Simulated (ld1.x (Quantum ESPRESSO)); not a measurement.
**Configuration tests for cobalt (TM)**

ld1.x (Quantum ESPRESSO) 7.5 input, shortened:

```
&input
   title='Co', zed=27., rel=1, dft='PW91', iswitch=3,
   config='[Ar] 3d7 4s2 4p0'
 /
 &inputp
   pseudotype=2, tm=.true., lloc=0,
   nlcc=.true.
 /
3
4P  2  1   0.00   0.00  3.45  3.45  0.0
3D  3  2   7.00   0.00  1.65  1.65  0.0
4S  1  0   2.00   0.00  2.50  2.50  0.0
 &test
   configts(1)='3d7 4s2 4p0'
 /
```

Energies are relative to the spin-unpolarised reference configuration 3d7 4s2 4p0; without spin polarisation the order of configurations can differ from experiment.

```csv
valence configuration,charge,ΔE all-electron (eV),error AE − PS (meV)
3d7 4s1 4p0,+1,9.095,-4.8
3d7 4s0 4p0,+2,25.935,-39
3d6 4s0 4p0,+3,61.912,-473
3d6 4s2 4p0,+1,15.272,-270
3d8 4s0 4p0,+1,6.500,-305
3d6 4s2 4p1,0,9.698,-317
3d7 4s1.5 4p0,+0.5,3.634,-1.0
```

Levels in the configuration 3d7 4s1.5 4p0:

| level | all-electron (eV) | pseudo (eV) |
| --- | --- | --- |
| 3d | -12.480 | -12.459 |
| 4s | -9.056 | -9.059 |
